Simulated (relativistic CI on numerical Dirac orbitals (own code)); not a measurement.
## What each ingredient does to the levels of Os¹⁰⁺

Base calculation: Dirac-Coulomb-Breit CI, KLI orbitals optimised for each configuration, a model potential for QED, unscaled Slater integrals.

Configurations in the expansion (outside the closed core [Kr] 4d10): 4f¹⁴5s²5p⁴, 4f¹³5s²5p⁵, 4f¹⁴5s5p⁵, 4f¹⁴5s²5p³5d, 4f¹⁴5s5p⁴5d, 4f¹⁴5s²5p³5f, 4f¹³5s²5p⁴5d, 4f¹⁴5s²5p³6s, 4f¹⁴5s²5p³5g, 4f¹⁴5s5p⁴5f, 4f¹³5s²5p⁴6s, 4f¹⁴5s²5p³6p, 4f¹⁴5p⁵5d, 4f¹⁴5s5p⁴5g, 4f¹³5s²5p⁴6p, 4f¹⁴5s5p³5d², 4f¹⁴5s²5p²5d6p, 4f¹⁴5s²5p³6d, 4f¹³5s²5p⁴5f, 4f¹⁴5s²5p²5d5f, 4f¹⁴5p⁶, 4f¹³5p⁶5d, 4f¹⁴5s²5p²5d², 4f¹⁴5s²5p5d³, 4f¹⁴5s5p²5d³, 4f¹⁴5s²5p5d²5f, 4f¹³5s²5p²5d³. Double excitations out of closed p, d and f shells are left out; levels of such configurations are missing from the list, as are those of other unlisted configurations, and high levels can miss mixing partners. Some configurations lack a partner that the ground configuration has and come out too high, among them 4f¹³5s²5p⁴6s, 4f¹³5s²5p⁴6p, 4f¹³5s²5p⁴5f, 4f¹⁴5s²5p³6s, 4f¹⁴5s²5p³5g.

The lowest level and the first level of each name with at least 55 % of one term (blank where a level has no safe partner in the second run):

```tsv
Level	Base (cm⁻¹)	Shift (cm⁻¹)
4f¹⁴5s²5p⁴ ³P2	0	0
4f¹⁴5s²5p⁴ ³P1	110241	+782
4f¹⁴5s²5p⁴ ¹D2	123773	-426
4f¹³5s²5p⁵ ³F4	164915	-2446
4f¹³5s²5p⁵ ¹F3	166041	-2547
4f¹³5s²5p⁵ ³G5	170636	-3105
4f¹³5s²5p⁵ ³F3	184688	-2440
4f¹³5s²5p⁵ ³F2	191807	-3083
4f¹³5s²5p⁵ ³D1	201180	-4050
4f¹³5s²5p⁵ ³D3	293562	-3746
4f¹³5s²5p⁵ ³G3	311496	-3419
4f¹⁴5s5p⁵ ³P°2	371599	+6401
4f¹⁴5s²5p³5d ³D°1	473004	-1444
4f¹⁴5s5p⁵ ³P°0	480535	+6231
4f¹⁴5s²5p³5d ³D°3	515957	
4f¹⁴5s²5p³5d ³G°5	539410	+2041
4f¹³5s²5p⁴5d ⁵D°4	549407	+2535
4f¹³5s²5p⁴5d ⁵G°6	568046	+1400
4f¹³5s²5p⁴5d ³P°0	569489	+191
```

At this charge transitions that keep the count of f electrons are usually good to a few per cent. Levels and lines within the n = 5 or 6 shells can be off by up to 10 % or somewhat more, and those that change n by about 2 %, since core polarisation is missing. Levels that differ in their count of f electrons can be misplaced by several ten thousand cm⁻¹, since the correlation energy of f electrons is missing or only estimated; rates across such gaps can be off by orders of magnitude.

(1) One thing was changed in a second run, which moved the levels as shown. Which?
A. non-relativistic limit
B. valence Slater integrals scaled by 0.9
C. configuration mixing switched off
D. Breit term removed
E. QED terms removed

Results:

(1) B. Valence Slater integrals scaled by 0.9. Scaling acts on the splittings between terms and on the mixing, and leaves the fine structure of pure LS terms nearly alone; in jj coupling it moves the levels of one term differently.

LS names give the leading component of a level, which can be under half, so a name can repeat, a term be missing and a line seem to break the LS rules.
